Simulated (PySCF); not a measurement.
C2H8FNSi2, SMILES N[Si@H]1[SiH2]C[C@@H]1F. Atoms are numbered in the order given.

```xyz
14

N      2.4845     0.4007    -0.3666
Si     0.9395     0.0492     0.3049
Si    -0.9147     1.4781     0.4643
C     -1.6716    -0.2567     0.1377
C     -0.4884    -0.8743    -0.6242
F     -0.4908    -2.2659    -0.6168
H      3.2811    -0.2068    -0.2070
H      2.6015     0.9661    -1.2000
H      1.1671    -0.6818     1.5888
H     -1.1207     2.4039    -0.6935
H     -1.3548     2.1557     1.7195
H     -1.7628    -0.7594     1.1188
H     -2.6438    -0.3394    -0.3750
H     -0.5288    -0.5466    -1.6838
```

Geometry: r2SCAN-D4/def2-SVP. The structure was generated by enumeration; whether it is a known compound was not checked. The values are those of a single conformer.

Level of theory: PBE0/pcSseg-1 run with PySCF.

GIAO shieldings, no solvent; atoms listed in one row are averaged. δ = σ(ref) − σ: ¹⁵N against NH3 (σ = 267.4 ppm); ²⁹Si against TMS (σ = 352.7 ppm); ¹³C against TMS (σ = 186.3 ppm); ¹⁹F against CFCl3 (σ = 167.2 ppm); ¹H against TMS (σ = 31.56 ppm), references at their B3LYP-D3(BJ)/def2-TZVP geometries, non-relativistic.

```
nucleus  atoms  count  δ (ppm)
-------  -----  -----  -------
¹⁵N         N1      1     24.2
²⁹Si       Si2      1    -14.4
²⁹Si       Si3      1    -80.0
¹³C         C5      1     97.7
¹³C         C4      1     13.4
¹⁹F         F6      1   -198.0
¹H          H9      1     5.15
¹H         H14      1     5.04
¹H         H11      1     4.23
¹H         H10      1     3.97
¹H         H13      1     2.14
¹H          H7      1     1.57
¹H         H12      1     1.20
¹H          H8      1     1.08
```
